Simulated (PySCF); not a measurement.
Correlation energy of N²⁺ (nitrogen, charge +2)

[He] 2s2 3s1, 2S determinant (an excited configuration). Calculation: PySCF 2.14, in aug-cc-pVTZ-DK (5s4p3d2f, 46 functions); scalar relativity by spin-free X2C-1e. Frozen: 1s2; 3 electrons correlated.

```
  level  correlation energy (mhartree)
   CCSD                         -93.94
    (T)                          -1.88
CCSD(T)                         -95.82
  CCSDT                         -96.36
```

Diagnostics: T1 = 0.0095, D1 = 0.0224, largest double amplitude 0.142.

The outer electron is Rydberg-like, and this basis confines it to a smaller radius and binds it less than a complete one would.

Cost of the coupled-cluster step: roughly 1.5 core-seconds, for 3 correlated electrons.

Iterations:

```
CC2 = 0
CCSD nocc = (np.int64(2), np.int64(1)), nmo = (45, 45)
frozen orbitals [[0], [0]]
max_cycle = 100
direct = 0
conv_tol = 1e-08
conv_tol_normt = 1e-06
diis_space = 8
diis_start_cycle = 0
Init t2, MP2 energy = -0.0636355610777409
Init E_corr(UCCSD) = -0.063635561077875
cycle = 1  E_corr(UCCSD) = -0.0892099274225191  dE = -0.0255743663  norm(t1,t2) = 0.178384
cycle = 2  E_corr(UCCSD) = -0.109255741960178  dE = -0.0200458145  norm(t1,t2) = 0.326682
cycle = 3  E_corr(UCCSD) = -0.0805323876612845  dE = 0.0287233543  norm(t1,t2) = 0.606915
cycle = 4  E_corr(UCCSD) = -0.0950560223698088  dE = -0.0145236347  norm(t1,t2) = 0.0341263
cycle = 5  E_corr(UCCSD) = -0.0935628220780171  dE = 0.00149320029  norm(t1,t2) = 0.0411085
cycle = 6  E_corr(UCCSD) = -0.0936892958790186  dE = -0.000126473801  norm(t1,t2) = 0.00424158
cycle = 7  E_corr(UCCSD) = -0.0940817355650996  dE = -0.000392439686  norm(t1,t2) = 0.00690697
cycle = 8  E_corr(UCCSD) = -0.0939674504462916  dE = 0.000114285119  norm(t1,t2) = 0.00385525
cycle = 9  E_corr(UCCSD) = -0.0939309804085117  dE = 3.64700378e-05  norm(t1,t2) = 0.000753279
cycle = 10  E_corr(UCCSD) = -0.0939349984766017  dE = -4.01806809e-06  norm(t1,t2) = 0.000109248
cycle = 11  E_corr(UCCSD) = -0.093935105872878  dE = -1.07396276e-07  norm(t1,t2) = 5.20095e-06
cycle = 12  E_corr(UCCSD) = -0.0939351729811821  dE = -6.71083041e-08  norm(t1,t2) = 1.80323e-06
cycle = 13  E_corr(UCCSD) = -0.0939351134865282  dE = 5.94946539e-08  norm(t1,t2) = 1.60285e-06
cycle = 14  E_corr(UCCSD) = -0.0939351397580952  dE = -2.62715671e-08  norm(t1,t2) = 1.54427e-06
cycle = 15  E_corr(UCCSD) = -0.0939351188675402  dE = 2.0890555e-08  norm(t1,t2) = 1.60524e-06
cycle = 16  E_corr(UCCSD) = -0.0939351258527088  dE = -6.9851686e-09  norm(t1,t2) = 1.11477e-06
cycle = 17  E_corr(UCCSD) = -0.093935205157633  dE = -7.93049242e-08  norm(t1,t2) = 7.9355e-07
cycle = 18  E_corr(UCCSD) = -0.093935182313862  dE = 2.2843771e-08  norm(t1,t2) = 4.92003e-07
cycle = 19  E_corr(UCCSD) = -0.0939352040557645  dE = -2.17419025e-08  norm(t1,t2) = 1.04137e-06
cycle = 20  E_corr(UCCSD) = -0.0939351989603497  dE = 5.09541483e-09  norm(t1,t2) = 1.43695e-07
UCCSD converged
E(UCCSD) = -51.91845516865402  E_corr = -0.09393519896034971
UCCSD(T) correction = -0.0018793453120082
```
